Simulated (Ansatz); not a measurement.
One change: `N[SiH2]B[CH2][AlH2]` becomes `CB[SiH2]N`.

Ansatz, PBE0-D4/def2-TZVP geometries, multiplicity 1. Each molecule was computed in one conformer, which needn't be the lowest.

| property | `N[SiH2]B[CH2][AlH2]` |
| --- | --- |
| HOMO energy (B3LYP/def2-TZVPP) / eV | -7.45 |
| LUMO energy (ωB97M-V/def2-TZVPP) / eV | 0.43 |
| HOMO energy (PBE/def2-TZVPP) / eV | -6.43 |
| LUMO energy (PBE0/def2-TZVPP) / eV | -1.44 |
| HOMO–LUMO gap (PBE0/def2-TZVPP) / eV | 6.22 |
| HOMO energy (ωB97M-V/def2-TZVPP) / eV | -9.81 |

Question: What does the change do to each property? (Best estimate.)

Answer: Ansatz gave: 
| property | `CB[SiH2]N` | shift |
| --- | --- | --- |
| HOMO energy (B3LYP/def2-TZVPP) / eV | -6.88 | 0.57 |
| LUMO energy (ωB97M-V/def2-TZVPP) / eV | 0.27 | -0.16 |
| HOMO energy (PBE/def2-TZVPP) / eV | -5.72 | 0.71 |
| LUMO energy (PBE0/def2-TZVPP) / eV | -1.68 | -0.24 |
| HOMO–LUMO gap (PBE0/def2-TZVPP) / eV | 5.41 | -0.81 |
| HOMO energy (ωB97M-V/def2-TZVPP) / eV | -9.40 | 0.41 |

With PBE0 the HOMO rises by 0.57 eV and the LUMO falls by 0.24 eV, so the gap narrows by about 0.81 eV. PBE moves the HOMO by 0.71 eV and ωB97M-V by 0.41 eV.

B3LYP here is the variant with VWN-RPA as its local correlation; programs differ in this.
